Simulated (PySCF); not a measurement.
In(CF3)(OH)2 (CH₂F₃InO₂), SMILES [OH][In]([OH])[C](F)(F)F.

Geometry optimised at PBE-D3(BJ)/def2-SVP. The structure was generated by enumeration; whether it is a known compound was not checked. The def2 effective core potentials stand for the cores of In; spin–orbit coupling is left out. One conformer was computed; it need not be the lowest.

Calculation: IEF-PCM-B3LYP/def2-SVP in PySCF 2.14.0.

The values are the electrostatic part of the solvation free energy, E(continuum) − E(gas) at the gas-phase geometry, in a cavity of scaled van der Waals radii (PySCF's table); cavitation and dispersion terms are not included. A continuum can't describe solvent molecules that bind to the metal. In vacuum the orbital gap is 5.88 eV. The dipole moment in vacuum is 1.59 D.

```
solvent                ε  ΔG(elec) (kcal/mol)  dipole (D)  gap (eV)
-----------------  -----  -------------------  ----------  --------
water              78.36                -12.3        2.00      6.12
cyclohexanone      15.62                -11.2        1.96      6.10
dimethylsulfoxide  46.83                -12.1        1.99      6.12
```
